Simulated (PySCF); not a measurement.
**Ionisation energy of Nd²²⁺ by level of theory**

Nd²²⁺ [Kr] 4d2 (3F) → Nd²³⁺ [Kr] 4d1 (2D), as a difference of total energies. All numbers are calculated (PySCF 2.14, the spin-free X2C one-electron Hamiltonian (Gaussian nucleus), in an even-tempered Gaussian basis (20 s from 1.4 bohr⁻², ratio 2.5; 14 p from 1.8 bohr⁻², ratio 2.5; 9 d from 1.8 bohr⁻², ratio 2.5; 4 f from 7.4 bohr⁻², ratio 2.7; 4 g from 11 bohr⁻², ratio 2.7)). Correlated levels: outer shells: [Ar] 3d10 frozen; virtual orbitals above 40 to 60 times the deepest correlated orbital energy dropped. The calculations carry no spin-orbit coupling.

```
                method  ionisation energy (eV)
                   UHF                  675.43
                B2PLYP                  676.33
                  BP86                  676.74
    MP2 (outer shells)                  675.65
SCS-MP2 (outer shells)                  675.63
```

How much does correlation contribute at MP2 (outer shells)?

675.65 − (675.43) = 0.22 eV, measured against UHF.

Breit and QED terms and the two-electron picture change are absent.

The reference lies between the lowest fine-structure levels, while these numbers refer to the centres of the terms.

For comparison: 678 ± 4 eV (theoretical estimate listed by NIST; NIST Atomic Spectra Database, ionization energies).
